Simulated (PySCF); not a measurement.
Gas-phase reaction: Ga2H6 + 2 C2H6 = 2 GaH(CH3)2 + 4 H

Energies from PySCF, thermal terms from the rigid-rotor harmonic-oscillator model, ideal gas at 1 bar. † marks an energy on the PBE0/def2-TZVP geometry and frequencies; other levels use their own. MP2 freezes the core. 6-31G* has spherical d functions here. Open shells (unrestricted): H (multiplicity 2); the rest are closed-shell singlets. B3LYP is the form with VWN-RPA correlation. Ga: all electrons, no relativistic terms. Methyl groups turn as free rotors in GaH(CH3)2. Ga2H6, GaH(CH3)2: computed as isolated molecules; such fragments, hydroxides, amides, oligomers or adducts are transient or little studied in the gas. MP2 isn't extrapolated to the basis-set limit; its ΔH°(298 K) is 865.6 kJ in def2-SVP and 870.8 kJ in def2-TZVPP. The harmonic model lacks anharmonicity and excited electronic states, which grow with temperature; levels with a mode under 35 cm⁻¹ are left out. Internal rotation in C2H6 is treated as a harmonic vibration of one conformer, which makes the entropy rough.

```
level               ΔE electronic, kJ  ΔH°(298 K), kJ  ΔS°(298 K), J/K  ΔG°(600 K), kJ
------------------  -----------------  --------------  ---------------  --------------
B3LYP/6-31G*                     1034             957              344             744
B3LYP/def2-TZVP†                 1026             947              346             732
MP2/def2-SVP†                     945             866              346             651
PBE/def2-TZVP†                    985             905              346             690
r2SCAN/def2-TZVP†                1014             934              346             719
ωB97X-V/def2-TZVP†               1014             934              346             719
```
ΔH° is lowest at MP2/def2-SVP† and highest at B3LYP/6-31G*. No reference value is set beside these.
